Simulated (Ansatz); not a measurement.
The cluster PtS2⁻. Charge -1, multiplicity 2. Geometry PBE0-D4/def2-TZVPD; atoms count from 1.

```xyz
3

Pt    0.9819    0.8048    0.6100
S    -1.0959   -0.6024    0.5133
S     0.1140   -0.2023   -1.1233
```

In the def2 sets Pt takes a core potential; there is no spin–orbit coupling. Another isomer (doublet) lies 1.38 eV lower at PBE0-D4/def2-TZVPD; other spin states weren't run for this one.

**Question.** Estimate the Mulliken populations from the PBE0/def2-TZVPD orbitals of Ansatz.

**Answer.** 
```csv
atom,charge (e),spin (α − β),d electrons
Pt1,-0.05,0.66,8.98
S2,-0.54,0.32,–
S3,-0.41,0.02,–
```
Mulliken values depend strongly on the basis. With diffuse functions, as here, like atoms can get unlike values, and bond orders can come out too low or too high.

**Question.** Where does the spin sit?

**Answer.** Summed by element: Pt 0.66, S 0.34, of 1 unpaired in all. Largest on single atoms: Pt1 0.66, S2 0.32, S3 0.02.

**Question.** And the Mayer bond orders between heavy atoms (over 0.3)?

**Answer.** Pt1–S2 0.52 (2.51 Å); Pt1–S3 1.13 (2.18 Å); S2–S3 1.04 (2.07 Å).
